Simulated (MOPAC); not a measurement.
MOPAC input (PM7):

```
PM7 1SCF UHF MS=0.5 GEO-OK AUX(PRECISION=9) THREADS=1
B2N

B    -0.00000000 1   -0.00000000 1   -1.31080400 1
N     0.00000000 1    0.00000000 1    0.00000000 1
B     0.00000000 1    0.00000000 1    1.31080400 1
```

Output:

```
 *******************************************************************************
 **                                                                           **
 **                              MOPAC v23.2.5                                **
 **                                                                           **
 *******************************************************************************
 ** MOPAC's Digital Object Identifier: https://doi.org/10.5281/zenodo.6511958 **
 **                                                                           **
 ** Please cite the open-source release paper for use of this MOPAC version:  **
 ** J. E. Moussa and J. J. P. Stewart (2026)                                  **
 ** MOPAC: An open-source semiempirical molecular orbital program             **
 ** J. Open Source Softw., 11(119), 8025, https://doi.org/10.21105/joss.08025 **
 *******************************************************************************

                              PM7 CALCULATION RESULTS

 *******************************************************************************
 *  PM7        - The PM7 Hamiltonian to be used
 *  GEO-OK     - OVERRIDE INTERATOMIC DISTANCE AND OTHER SAFETY CHECKS
 *  UHF        - UNRESTRICTED HARTREE-FOCK CALCULATION
 *  MS=        - IN MECI, MAGNETIC COMPONENT OF SPIN =  0.5
 *  1SCF       - DO 1 SCF AND THEN STOP
 *  AUX        - OUTPUT AUXILIARY INFORMATION
 *******************************************************************************
PM7 1SCF UHF MS=0.5 GEO-OK AUX(PRECISION=9) THREADS=1
 B2N

   ATOM   CHEMICAL          X               Y               Z
  NUMBER   SYMBOL      (ANGSTROMS)     (ANGSTROMS)     (ANGSTROMS)

     1       B         -0.00000000  *  -0.00000000  *  -1.31080400  *
     2       N          0.00000000  *   0.00000000  *   0.00000000  *
     3       B          0.00000000  *   0.00000000  *   1.31080400  *

          CARTESIAN COORDINATES

    NO.       ATOM           X           Y           Z

     1         B         -0.0000     -0.0000     -1.3108
     2         N          0.0000      0.0000      0.0000
     3         B          0.0000      0.0000      1.3108

 General Reference for PM7:
 "Optimization of Parameters for Semiempirical Methods VI: More Modifications to the
 NDDO Approximations and Re-optimization of Parameters", J. J. P. Stewart, J. Mol. Mod., 1:32, 19 (2013)
 https://link.springer.com/article/10.1007/s00894-012-1667-x

           Empirical Formula: N B2  =     3 atoms

      MOLECULAR POINT GROUP   :   D*h

          UHF CALCULATION, NO. OF ALPHA ELECTRONS =    6
                           NO. OF BETA  ELECTRONS =    5

 -------------------------------------------------------------------------------
 PM7 1SCF UHF MS=0.5 GEO-OK AUX(PRECISION=9) THREADS=1
 B2N

     1SCF WAS SPECIFIED, SO BFGS WAS NOT USED
     SCF FIELD WAS ACHIEVED

                              PM7 CALCULATION
                                                       MOPAC v23.2.5 Linux

          FINAL HEAT OF FORMATION =         79.63958 KCAL/MOL =     333.21202 KJ/MOL

          COSMO AREA              =         85.44 SQUARE ANGSTROMS
          COSMO VOLUME            =         67.08 CUBIC ANGSTROMS

          IONIZATION POTENTIAL    =          8.593511 EV
          ALPHA SOMO LUMO (EV)    =         -8.594 -0.742
          BETA  SOMO LUMO (EV)    =         -9.504 -3.646
          NO. OF ALPHA ELECTRONS  =          6
          NO. OF BETA  ELECTRONS  =          5
          MOLECULAR WEIGHT        =         35.6267         POINT GROUP:  D*h

          MOLECULAR DIMENSIONS (Angstroms)

            Atom       Atom       Distance
            B     3    B     1     2.62161
            B     3    B     1     0.00000
            B     1    N     2     0.00000

          SCF CALCULATIONS        =          1

   ATOM   CHEMICAL          X               Y               Z
  NUMBER   SYMBOL      (ANGSTROMS)     (ANGSTROMS)     (ANGSTROMS)

     1       B         -0.00000000  *  -0.00000000  *  -1.31080400  *
     2       N          0.00000000  *   0.00000000  *   0.00000000  *
     3       B          0.00000000  *   0.00000000  *   1.31080400  *

                             CARTESIAN COORDINATES

   1    B       -0.000000000    -0.000000000    -1.310804000
   2    N        0.000000000     0.000000000     0.000000000
   3    B        0.000000000     0.000000000     1.310804000

           Empirical Formula: N B2  =     3 atoms

      MOLECULAR POINT GROUP   :   D*h

          ALPHA EIGENVALUES
 -32.81374 -17.25950 -13.77497 -13.43771  -9.22700  -8.59351  -0.74172  -0.55657
  -0.31571  -0.23680   4.24967   6.69258

           BETA EIGENVALUES
 -32.98005 -17.25946 -13.89348 -13.38221  -9.50410  -3.64563  -0.81576  -0.65835
  -0.47039  -0.08688   4.52372   6.98973

              NET ATOMIC CHARGES AND DIPOLE CONTRIBUTIONS

  ATOM NO.   TYPE          CHARGE      No. of ELECS.   s-Pop       p-Pop
    1          B          -0.115554        3.1156     0.23661     2.87894
    2          N           0.231108        4.7689     1.55235     3.21654
    3          B          -0.115554        3.1156     0.23661     2.87894
 DIPOLE           X         Y         Z       TOTAL
 POINT-CHG.     0.000     0.000     0.000     0.000
 HYBRID         0.000     0.000    -0.000     0.000
 SUM            0.000     0.000     0.000     0.000

          ATOMIC ORBITAL ELECTRON POPULATIONS

     Atom    s        px        py        pz
    1  B   0.23661   1.54459   0.95899   0.37537
    2  N   1.55235   0.91083   1.08202   1.22370
    3  B   0.23661   1.54459   0.95899   0.37537

                    (SZ)    =    0.500000
                    (S**2)  =    0.758247

          ATOMIC ORBITAL SPIN POPULATIONS

    Atom   Total    s     px     py     pz
         Atomic
    1  B  0.5358  0.008 -0.009  0.543 -0.006
    2  N -0.0717 -0.002  0.019 -0.086 -0.002
    3  B  0.5358  0.008 -0.009  0.543 -0.006

 **********************
 *                    *
 * JOB ENDED NORMALLY *
 *                    *
 **********************

 == MOPAC DONE ==
```

The geometry given is a B3LYP-D3(BJ)/def2-TZVP minimum.
